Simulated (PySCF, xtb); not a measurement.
CH5BClNO, SMILES COB(N)Cl.

Geometry: B3LYP-D3(BJ)/def2-SVP. The structure was generated by enumeration, and PubChem lists no compound with its InChIKey, so it may never have been made. Other conformers were not sampled.

The numbers are results of C-PCM-PBE0/def2-SVP (PySCF), not measurements.

The values are the electrostatic part of the solvation free energy, E(continuum) − E(gas) at the gas-phase geometry, in a cavity of scaled van der Waals radii (PySCF's table); cavitation and dispersion terms are not included. In vacuum the orbital gap is 9.26 eV. The dipole moment in vacuum is 3.91 D.

Computed values in water (ε = 78.36), cyclohexanone (ε = 15.62), methanol (ε = 32.61):
| solvent | ε | ΔG(elec) (kcal/mol) | dipole (D) | gap (eV) |
|---|---|---|---|---|
| water | 78.36 | -6.6 | 4.90 | 9.47 |
| cyclohexanone | 15.62 | -6.2 | 4.84 | 9.48 |
| methanol | 32.61 | -6.4 | 4.88 | 9.47 |

For comparison, GFN2-xTB/ALPB(water) (xtb, at the GFN2-xTB geometry, all terms of that model) gives -6.1 kcal/mol.
